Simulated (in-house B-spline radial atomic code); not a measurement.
A fraction x of an electron is moved 2p → 3d in Ar²⁺, starting from [Ne] 3s2 3p4 and keeping the highest spin. Computed with a radial B-spline atomic code at the basis-set limit: scalar-relativistic (X2C) TPSSh, spin-polarised, spherical fractional occupations, Fermi nucleus of rms radius 3.4274 fm.

Caution: exact exchange at fractional occupations of open shells leaves self-interaction of up to several eV.

| x | E(x) - E(0) (eV) | 2p down level (eV) | 3d up level (eV) |
| --- | --- | --- | --- |
| 0 | 0.0000 | -263.324 | - |
| 0.125 | 31.2505 | -266.593 | -15.174 |
| 0.25 | ? | ? | ? |
| 0.375 | 94.8045 | -273.007 | -16.018 |
| 0.5 | 127.0990 | -276.151 | -16.434 |
| 0.625 | ? | ? | ? |
| 0.75 | 192.6995 | -282.316 | -17.255 |
| 0.875 | 225.9958 | -285.336 | -17.662 |
| 1 | 259.6162 | -288.313 | -18.067 |

(1) What belongs in the row x = 0.25?

(2) What belongs in the row x = 0.625?

(3) Check Janak's theorem between x = 0.375 and 0.5.

Results:

(1) An energy change of 62.8534 eV; 2p down at -269.821 eV, 3d up at -15.599 eV.

(2) An energy change of 159.7323 eV; 2p down at -279.254 eV, 3d up at -16.846 eV.

(3) The slope of the energy is 258.36 eV; the orbital levels give 258.35 eV (ε of the receiving orbital less ε of the emptying one, averaged over the two points).
